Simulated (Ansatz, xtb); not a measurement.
Redistribution: C3H7F + C2H6Si → C3H10Si + C2H3F

Species: C3H7F (2-fluoropropane) `CC(C)F`, singlet; C2H6Si (vinylsilane) `C=C[SiH3]`, singlet; C3H10Si `CC(C)[SiH3]`, singlet; C2H3F `C=CF`, singlet. The partners trade F for SiH3; both sit on C, so the bond types are kept.

Shapes, held fixed at every level: PBE0-D4/def2-TZVP. Programs: Ansatz 0.2.0, xtb 6.7.1. The zero-point and thermal change to 298 K, harmonic and unscaled (PBE0-D4/def2-TZVP), is -1.0 kJ/mol.

Task: Estimate ΔH(298 K) of this reaction.

Result: The highest level, CCSD(T)/CBS estimate, gives ΔH(298 K) = +24.8 kJ/mol; the levels span +6.2 to +37.6. The column of differences is taken from that level and isn't an error. No measured value is set beside it here. The CBS estimate extrapolates MP2 from def2-TZVPP and def2-QZVPP and adds CCSD(T) − MP2 in the triple-zeta set, cores frozen.

```tsv
level	kind	ΔH(298 K) (kJ/mol)	less CCSD(T)/CBS estimate
GFN2-xTB	semi-empirical	+6.2	-18.6
HF/def2-TZVPP	Hartree–Fock	+37.6	+12.8
PBE-D4/def2-TZVPP	GGA	+15.0	-9.8
r2SCAN-D4/def2-TZVPP	meta-GGA	+20.9	-3.9
B3LYP-D4/def2-TZVPP	global hybrid	+22.0	-2.8
r2SCAN0-D4/def2-TZVPP	global hybrid	+21.7	-3.1
wB97M-V/def2-TZVPP	range-separated hybrid	+21.4	-3.4
CCSD/def2-TZVPP	coupled cluster or CI	+25.0	+0.2
CCSD(T)/CBS estimate	coupled cluster or CI	+24.8	0.0
```
